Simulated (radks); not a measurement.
Initial-state core-level shifts of the vanadium ion V2+ when its valence configuration changes from [Ar] 3d3. Method: Dirac Kohn-Sham, PBE, spin-unpolarised, spherical densities, point nucleus; open shells fill j = l - 1/2 first; computed with a radial shooting solver on a logarithmic mesh with Libxc functionals. Shifts are changes of the shell-averaged eigenvalues in eV (positive: less bound).

3d2.5 4p0.5: 1s -3.801; 2p -4.221; 3s -3.692; 3p -3.561
3d1.5 4p1.5: 1s -12.279; 2p -13.726; 3s -11.629; 3p -11.200
3d2 4s1: 1s -6.754; 2p -7.674; 3s -6.443; 3p -6.182
3d2 4p1: 1s -7.904; 2p -8.807; 3s -7.584; 3p -7.308
3d1 4p2: 1s -16.902; 2p -18.953; 3s -15.794; 3p -15.204
3d1 4s1 4p1: 1s -15.826; 2p -17.878; 3s -14.734; 3p -14.160
4p3: 1s -26.893; 2p -30.308; 3s -24.434; 3p -23.515
3d0.5 4p2.5: 1s -21.785; 2p -24.492; 3s -20.075; 3p -19.320
4s1 4p2: 1s -25.850; 2p -29.259; 3s -23.420; 3p -22.517
